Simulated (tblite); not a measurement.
C3H10N2SeSi2.
SMILES with atom numbers: `[H]/[N:1]=[CH:2]\[C@@H:3]1[CH2:4][Si@@H:5]([SeH:6])[NH:7][SiH2:8]1` (hydrogens: H9 on N1; H10 on C2; H11 on C3; H12, H13 on C4; H14 on Si5; H15 on Se6; H16 on N7; H17, H18 on Si8)

Computed with GFN2-xTB (tblite), gas phase: L-BFGS steps from a force-field or distance-geometry start until the largest atomic force falls under 0.01 eV/Å.

Step 18: E = -653.9264 eV
```
atom  x, y, z in Å  |  force x, y, z in eV/Å
N1      2.4494    1.7599   -0.1099   -0.034  -0.048  -0.026
C2      1.5397    1.0637   -0.6256    0.074   0.036  -0.026
C3      1.1619   -0.3509   -0.3405   -0.005  -0.052   0.151
C4     -0.0221   -0.8060   -1.1875   -0.115   0.072  -0.022
Si5    -1.4965    0.1388   -0.4612   -0.034   0.024  -0.078
Se6    -3.5667   -0.7073   -0.9445   -0.024   0.046   0.127
N7     -1.0658   -0.1363    1.1894   -0.144   0.041   0.226
Si8     0.5973   -0.5146    1.4878    0.071  -0.089   0.090
H9      2.9973    1.2888    0.6084    0.044  -0.048   0.009
H10     0.9510    1.5723   -1.3865   -0.026  -0.039   0.005
H11     2.0374   -0.9803   -0.5300    0.027   0.002   0.030
H12    -0.2062   -1.8691   -1.0274    0.077  -0.087  -0.033
H13     0.1719   -0.6768   -2.2502   -0.043   0.137  -0.045
H14    -1.5770    1.5732   -0.7544    0.017  -0.001  -0.029
H15    -4.1815    0.2081   -0.0184   -0.027  -0.115  -0.113
H16    -1.7305   -0.1232    1.9492    0.111   0.045  -0.184
H17     0.7239   -1.8858    1.9952    0.032   0.029  -0.057
H18     1.2076    0.4518    2.3946    0.002   0.048  -0.026
```

Step 19: E = -653.9330 eV
```
atom  x, y, z in Å  |  force x, y, z in eV/Å
N1      2.4563    1.7585   -0.1154   -0.049  -0.059  -0.017
C2      1.5430    1.0636   -0.6263    0.088  -0.033  -0.031
C3      1.1671   -0.3513   -0.3353   -0.069  -0.062   0.127
C4     -0.0184   -0.7998   -1.1840   -0.142   0.018  -0.067
Si5    -1.4978    0.1367   -0.4572   -0.055  -0.005  -0.085
Se6    -3.5697   -0.7155   -0.9411    0.026   0.041   0.112
N7     -1.0686   -0.1366    1.1935   -0.122   0.035   0.191
Si8     0.5935   -0.5205    1.4917    0.087  -0.071   0.072
H9      3.0005    1.2822    0.6029    0.051  -0.019   0.007
H10     0.9512    1.5625   -1.3919    0.002  -0.013   0.039
H11     2.0391   -0.9878   -0.5238    0.007   0.052   0.030
H12    -0.1922   -1.8680   -1.0475    0.042  -0.073   0.017
H13     0.1636   -0.6557   -2.2465    0.011   0.160  -0.063
H14    -1.5871    1.5713   -0.7488    0.021  -0.005  -0.035
H15    -4.1828    0.2056   -0.0229   -0.045  -0.097  -0.091
H16    -1.7361   -0.1011    1.9491    0.116   0.021  -0.139
H17     0.7340   -1.8920    1.9983    0.010   0.055  -0.067
H18     1.1957    0.4542    2.3935    0.020   0.053   0.000
```

**Question.** Estimate the geometry and energy of step 20. (The exact step hangs on the optimiser's Hessian estimate; all steps are aligned on step 19, rigid shifts and turns removed.)

**Answer.** E = -653.9374 eV, largest force 0.165 eV/Å
```
atom  x, y, z in Å  |  force x, y, z in eV/Å
N1      2.4608    1.7570   -0.1192   -0.023  -0.066  -0.003
C2      1.5469    1.0620   -0.6277    0.046  -0.090  -0.013
C3      1.1699   -0.3528   -0.3299   -0.108  -0.046   0.050
C4     -0.0178   -0.7953   -1.1825   -0.097  -0.031  -0.076
Si5    -1.4996    0.1351   -0.4544   -0.046  -0.024  -0.043
Se6    -3.5709   -0.7207   -0.9364    0.059  -0.008   0.060
N7     -1.0713   -0.1357    1.1979   -0.030   0.022   0.066
Si8     0.5912   -0.5258    1.4954    0.055  -0.011   0.042
H9      3.0032    1.2767    0.5984    0.053   0.008   0.006
H10     0.9514    1.5551   -1.3947    0.023   0.001   0.053
H11     2.0409   -0.9926   -0.5183   -0.024   0.077   0.030
H12    -0.1808   -1.8680   -1.0617    0.007  -0.038   0.028
H13     0.1576   -0.6366   -2.2447    0.039   0.154  -0.043
H14    -1.5940    1.5693   -0.7454    0.024  -0.002  -0.040
H15    -4.1850    0.2019   -0.0277   -0.075  -0.049  -0.043
H16    -1.7401   -0.0842    1.9478    0.066   0.009  -0.038
H17     0.7420   -1.8954    1.9995   -0.004   0.036  -0.057
H18     1.1868    0.4562    2.3919    0.036   0.056   0.023
```

The energy changes by -0.0044 eV. The first-order estimate −F·Δx gives -0.0063 eV and the mean of the old and new forces, exact on a quadratic surface, -0.0044 eV. The step makes an angle of 73° with the force vector and moves no atom by more than 0.020 Å.

The cost below is that of the whole relaxation. Hardware: one thread, Intel Xeon at 2.50 GHz (x86_64), shared host. Cost: 3.6 s wall.
